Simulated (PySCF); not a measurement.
Correlation energy of Ta (tantalum, neutral)

[Xe] 4f14 5d3 6s1 6p1, one real determinant (an excited configuration). Computed with PySCF 2.14 in def2-TZVPPD with the def2 core potential (60 electrons), with scalar relativity through the core potential. Frozen: 5s2 5p6; 5 electrons correlated.

| level | correlation energy (mhartree) |
| --- | --- |
| CCSD | -41.69 |
| (T) | -1.62 |
| CCSD(T) | -43.31 |

Diagnostics: T1 = 0.014, D1 = 0.0397, largest double amplitude 0.112.

The real determinant used has ⟨L²⟩ near 14 against 20 for a pure G term, so it mixes terms. Spin-orbit coupling, absent here, splits the open shell strongly.

Cost of the coupled-cluster step: of the order of 5 core-seconds, for 5 correlated electrons.

The reference is one real determinant that mixes LS terms of this configuration.
